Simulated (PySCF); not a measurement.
## Fe⁺ (iron, charge +1): UHF calculation

Configuration: [Ar] 3d6 4p1, one real determinant (an excited configuration). All numbers are calculated (PySCF 2.14, no relativity, point nucleus, in def2-TZVPPD (6s6p4d2f1g, 67 functions)).

```
Total energy                                                  : -1262.033612 hartree
One-electron energy                                           : -1735.2765 hartree
Hartree (Coulomb) energy                                      : 527.5306 hartree
Exchange energy                                               : -54.2877 hartree
Kinetic energy                                                : 1261.95799 hartree
⟨S²⟩                                                          : 8.7540
⟨L²⟩                                                          : 8.017
Sum of ⟨r⟩                                                    : 18.74 bohr
Sum of ⟨r²⟩                                                   : 29.92 bohr²
Traceless quadrupole moment −½Σ⟨3z² − r²⟩ along its main axis : -5.10 e·bohr²
Density at the nucleus (Gaussians lack the cusp)              : 11600 bohr⁻³
Spin density at the nucleus                                   : 0.0293 bohr⁻³
Langevin diamagnetic susceptibility                           : -23.7 ×10⁻⁶ cm³/mol
```

```json
{"shell": "1s α", "electrons": "1", "mean orbital energy (hartree)": "-261.73596", "spread (hartree)": "0", "rms radius, mean of both spins (bohr)": "0.0685"}
{"shell": "1s β", "electrons": "1", "mean orbital energy (hartree)": "-261.73201", "spread (hartree)": "0", "rms radius, mean of both spins (bohr)": "0.0685"}
{"shell": "2s α", "electrons": "1", "mean orbital energy (hartree)": "-32.35141", "spread (hartree)": "0", "rms radius, mean of both spins (bohr)": "0.292"}
{"shell": "2s β", "electrons": "1", "mean orbital energy (hartree)": "-32.22649", "spread (hartree)": "0", "rms radius, mean of both spins (bohr)": "0.292"}
{"shell": "2p α", "electrons": "3", "mean orbital energy (hartree)": "-27.83255", "spread (hartree)": "0.03658", "rms radius, mean of both spins (bohr)": "0.262"}
{"shell": "2p β", "electrons": "3", "mean orbital energy (hartree)": "-27.70841", "spread (hartree)": "0.00240", "rms radius, mean of both spins (bohr)": "0.262"}
{"shell": "3s α", "electrons": "1", "mean orbital energy (hartree)": "-4.70048", "spread (hartree)": "0", "rms radius, mean of both spins (bohr)": "0.881"}
{"shell": "3s β", "electrons": "1", "mean orbital energy (hartree)": "-4.34287", "spread (hartree)": "0", "rms radius, mean of both spins (bohr)": "0.881"}
{"shell": "3p α", "electrons": "3", "mean orbital energy (hartree)": "-3.31893", "spread (hartree)": "0.07674", "rms radius, mean of both spins (bohr)": "0.938"}
{"shell": "3p β", "electrons": "3", "mean orbital energy (hartree)": "-2.88544", "spread (hartree)": "0.06587", "rms radius, mean of both spins (bohr)": "0.938"}
{"shell": "3d α", "electrons": "5", "mean orbital energy (hartree)": "-1.04511", "spread (hartree)": "0.08141", "rms radius, mean of both spins (bohr)": "1.20"}
{"shell": "3d β", "electrons": "1", "mean orbital energy (hartree)": "-0.84386", "spread (hartree)": "0", "rms radius, mean of both spins (bohr)": "1.20"}
{"shell": "4p α", "electrons": "1", "mean orbital energy (hartree)": "-0.39612", "spread (hartree)": "0", "rms radius, mean of both spins (bohr)": "3.72"}
```

⟨L²⟩ = 8.02 against 12 for a pure F term, so this real determinant mixes terms.

Spin-orbit constants ζ (cm⁻¹) from the X2C one-electron operator on these orbitals (non-relativistic here): bare nucleus, nucleus screened by l(l+1)(2l+1)/3 electrons, and screened by the Breit-Pauli mean field of the electrons.

| shell | bare | screened nucleus | mean field |
| --- | --- | --- | --- |
| 2p | 67770 | 62560 | 60100 |
| 3p | 8298 | 7660 | 7307 |
| 3d | 775.1 | 477.0 | 428.2 |
| 4p | 362.7 | 334.8 | 316.4 |

To first order the Landé constant is A = -36.01 cm⁻¹, so the lowest level has J = 11/2 and lies 0.0335 eV below the centre of the term. This holds in LS coupling only.
